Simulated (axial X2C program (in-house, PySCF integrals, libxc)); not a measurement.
## Spin–orbit effects along a row: molecules with Ca, PBE0

Calculated with an in-house all-electron X2C program for linear molecules (integrals from PySCF), spin-free (one-electron X2C) or two-component (2c: spin–orbit coupling with atomic mean-field Coulomb and Gaunt terms, which also bring small scalar terms), in Dyall basis sets with cores contracted in-house; open shells are unrestricted.

Basis sets: Ca dyall-cv3z, I dyall-cv3z, In dyall-cv3z, Rb dyall-cv3z, Ru dyall-cv3z, Sn dyall-cv3z, Sr dyall-cv3z.

| molecule | spin-free state | Re (Å) | ωe (cm⁻¹) | De (eV) | 2c state | Re 2c (Å) | ωe 2c (cm⁻¹) | De 2c (eV) |
| --- | --- | --- | --- | --- | --- | --- | --- | --- |
| RbCa | M_S = 1/2, Λ = 0 | 4.421 | 60.9 | 0.21 | Ω = 1/2 | 4.421 | 60.9 | 0.21 |
| CaSr | M_S = 0, Λ = 0 | 4.418 | 63.6 | 0.19 | Ω = 0 | 4.418 | 63.6 | 0.19 |
| CaRu | ? | ? | ? | ? | ? | ? | ? | ? |
| CaIn | M_S = 1/2, Λ = 1 | 3.259 | 131.2 | 0.58 | Ω = 1/2 | 3.271 | 126.0 | n/a |
| CaSn | M_S = 1, Λ = 0 | 3.002 | 185.4 | 1.41 | Ω = 1 | 3.004 | 184.3 | n/a |
| CaI | M_S = 1/2, Λ = 0 | 2.822 | 239.1 | 3.26 | Ω = 1/2 | 2.825 | 238.0 | 3.00 |

Task: Estimate the 2c Re and ωe of CaRu as the mean of its neighbours in the table.

Result: Re ≈ 3.845 Å, ωe ≈ 94.8 cm⁻¹. The PBE0 runs give the row below, so the estimate misses by 1.006 Å and -83.1 cm⁻¹.

```tsv
molecule	spin-free state	Re (Å)	ωe (cm⁻¹)	De (eV)	2c state	Re 2c (Å)	ωe 2c (cm⁻¹)	De 2c (eV)
CaRu	M_S = 2, Λ = 0	2.838	178.1	1.20	Ω = 2	2.839	177.9	n/a
```

Each entry is the lowest single determinant of a limited PBE0 search at one distance. De goes to single-determinant-based atoms at the same level (for ions the charge split of lowest energy) and is withheld (n/a) where an atom does not fit its ground term or J level. Main or longest-lived isotopes. One determinant is a doubtful description, or other states lie close, for CaRu, CaIn, CaSn; these need not be ground states, and all values refer to the states named. Some open-shell Ω = 0 determinants are out of reach, so the Ω given for CaRu, CaSn need not be the lowest component. With several unpaired electrons the Ω given is that of one determinant, not necessarily of the lowest component. The functionals have no current term, which raises determinants with orbital currents. Where the atoms have a lower orbital projection than the molecule, De at mean-field level may be about a tenth of an eV too small.
